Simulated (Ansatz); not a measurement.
Reaction (formal exchange of groups at a C–Sn bond): `N#[C][SnH2][C]#N` + `C1=CCCCC1` → `N#CC1=CCCCC1` + `N#[C][SnH3]`

Computed with Ansatz on PBE0-D4/def2-TZVP structures; ΔE is electronic, products minus reactants. CCSD(T)/CBS adds triple-zeta CCSD(T) − MP2 to the extrapolated MP2 energy (def2 sets, frozen cores). DFT in def2-TZVPP. Elements past krypton have def2 core potentials. For Sn outer-core shells are correlated without core-valence functions, which leaves a few kJ/mol of doubt a bond.

| level | ΔE (kJ/mol) |
| --- | --- |
| ωB97X-V | -0.9 |
| SCS-MP2/def2-TZVPP | 7.5 |

(1) What does CCSD(T)/CBS give? (Best estimate.)

Largest T1 diagnostic among the species: 0.015.

Results:

(1) Ansatz gave: +8.1 kJ/mol. The listed levels differ from it by -9.0, -0.6 kJ/mol.

From BLYP to BHLYP (50 % exact exchange), in def2-TZVPP and without D4, ΔE moves by +3.2 kJ/mol. At CCSD(T), def2-SVP lies −14.9 kJ/mol from the extrapolated value and def2-TZVPP −2.6 kJ/mol.
